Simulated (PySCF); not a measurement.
Fractional electron number in S⁺ (sulfur, charge +1)

The 3p alpha orbital of [Ne] 3s2 3p3 is emptied in steps (occupation f), with all orbitals relaxed, ending at [Ne] 3s2 3p2. All numbers are calculated (PySCF 2.14, the spin-free X2C one-electron Hamiltonian (Gaussian nucleus), in aug-cc-pVTZ-DK (6s5p3d2f, 50 functions)). The exact energy is a straight line in f; departures are measured from the line between the end points of the same method.

```csv
f,UHF (eV),LDA (eV),PBE (eV),PBE0 (eV),r2SCAN (eV),LC-wPBE (eV),BHandHLYP (eV),wB97X (eV),BLYP (eV),MN15 (eV)
1,0.000,0.000,0.000,0.000,0.000,0.000,0.000,0.000,0.000,0.000
0.9,0.066,-0.497,-0.486,-0.350,-0.454,-0.090,-0.218,-0.123,-0.490,-0.299
0.7,0.151,-1.164,-1.135,-0.816,-1.051,-0.208,-0.509,-0.284,-1.144,-0.695
0.5,0.177,-1.390,-1.350,-0.969,-1.237,-0.243,-0.604,-0.331,-1.363,-0.823
0.3,0.146,-1.170,-1.131,-0.810,-1.026,-0.199,-0.506,-0.270,-1.144,-0.685
0.1,0.062,-0.502,-0.483,-0.345,-0.435,-0.082,-0.216,-0.112,-0.489,-0.289
0,0.000,0.000,0.000,0.000,0.000,0.000,0.000,0.000,0.000,0.000
```

**Question.** For LDA, how does the orbital energy at f = 1 compare with the removal energy?

**Answer.** −ε = 17.876 eV against a total-energy difference of 23.388 eV. By Janak's theorem ε = ∂E/∂f, so the gap between them reflects the curvature. Along the path −ε is 18.958 (f = 0.9), 21.150 (f = 0.7), 23.370 (f = 0.5), 25.608 (f = 0.3), 27.848 (f = 0.1) eV.

```csv
method,E(f=0) − E(f=1) (eV),−ε at f=1 (eV),−ε at f=0.5 (eV)
UHF,22.713,23.449,22.699
LDA,23.388,17.876,23.370
PBE,23.310,17.916,23.320
PBE0,23.377,19.483,23.395
r2SCAN,23.513,18.455,23.588
LC-wPBE,23.475,22.470,23.502
BHandHLYP,23.129,20.706,23.135
wB97X,23.239,21.871,23.280
BLYP,23.009,17.575,23.011
MN15,23.355,20.034,23.384
```

Reference removal energy between the ground levels: 23.338 eV (measured; NIST Atomic Spectra Database, ionization energies). The calculation has no spin-orbit coupling. UHF lacks correlation.
